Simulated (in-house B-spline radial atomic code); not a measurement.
Values are calculated unless marked as measured or tabulated.
**He ion on P atom: potential, deflection and energy transfer**

The pair potential comes from two frozen, spherical free-atom densities (PBE, B-spline radial code, scalar-relativistic past argon): electrostatics plus the change in Thomas-Fermi kinetic and Dirac exchange energy where they overlap, the recipe behind the universal ZBL potential, which averages such potentials (from solid-state densities) over many pairs. It is written V = (Z1 Z2 e²/r) φ(r/a), with e² = 14.3996 eV·Å and a = 0.46850 Å/(Z1^0.23 + Z2^0.23); ZBL's fit is φ = 0.18175 e^(−3.1998x) + 0.50986 e^(−0.94229x) + 0.28022 e^(−0.4029x) + 0.02817 e^(−0.20162x). Where φ falls below 4e-4 it is continued as an exponential.

Masses 4.0 and 30.97 u.

| x = r/a | φ, this pair | φ, ZBL |
| --- | --- | --- |
| 0.1 | 0.8985 | 0.8928 |
| 0.25 | 0.7786 | 0.7647 |
| 0.5 | 0.6382 | 0.6096 |
| 1 | 0.442 | 0.4164 |
| 1.5 | 0.3154 | 0.2995 |
| 2 | 0.2356 | 0.2218 |
| 3 | 0.1408 | 0.1292 |
| 4 | 0.0855 | 0.08026 |
| 5 | 0.0531 | 0.05224 |
| 6.5 | 0.02864 | 0.02914 |
| 8 | 0.01707 | 0.01705 |
| 10 | 0.008847 | 0.008778 |
| 12 | 0.004347 | 0.00474 |
| 14.5 | 0.001588 | 0.002328 |

(1) At x = 6.5 the electrostatic, kinetic and exchange parts are -5.86, 23.69 and -5.5 eV. Find r, V and φ.

(2) The ion comes in at 0.3162 keV with impact parameter 0.3085 Å. The scattering integral gives a centre-of-mass angle of 60.1° and a closest approach of 2.882 a. What are the reduced energy, the energy passed on and the laboratory angles?

## Answers

(1) a = 0.46850/(1.1728 + 1.8642) = 0.15426 Å, so r = 1.00269 Å. V = -5.86 + 23.69 + (-5.5) = 12.33 eV. The bare repulsion is 2 × 15 × 14.3996/1.00269 = 430.83 eV, so φ = 0.0286, -1.8 % against ZBL's 0.0291. The kinetic (Pauli) term is 192 % of V here, as the other two terms together attract.

(2) ε = E a M2/(Z1 Z2 e² (M1 + M2)) = 316.2 × 3.1625e-04 = 0.1. The most that one collision can pass on is γE with γ = 4 M1 M2/(M1 + M2)² = 0.4052. Here T = γE sin²(θ/2) = 0.4052 × 316.2 × 0.2507 = 32.13 eV. The ion turns by arctan(sin θ/(cos θ + M1/M2)) = 54.1°, and the struck atom leaves at (180° − θ)/2 = 60.0°. The closest approach is 0.445 Å. With ZBL the angle would be 57.39° and T = 29.54 eV.
